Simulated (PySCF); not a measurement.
AlBH4O4, SMILES O[B](O)[Al]([OH])[OH].

Geometry optimised at ωB97X-D3(BJ)/def2-SVP. The structure was generated by enumeration; whether it is a known compound was not checked. One conformer was computed; it need not be the lowest.

Method: PBE/def2-TZVP (PySCF).

- total energy: -570.45393 hartree
- point group: C2
- highest occupied level: -6.82 eV
- lowest empty level: -0.84 eV
- orbital gap: 5.98 eV
- dipole moment: 0.95 D
- quadrupole, principal values (traceless, Buckingham form, about the centre of nuclear charge): -15.12, -11.02, 26.15 D·Å
- mean static polarisability: 56.8 bohr³ (8.41 Å³)
- polarisability, principal values: 49.1, 50.4, 70.8 bohr³
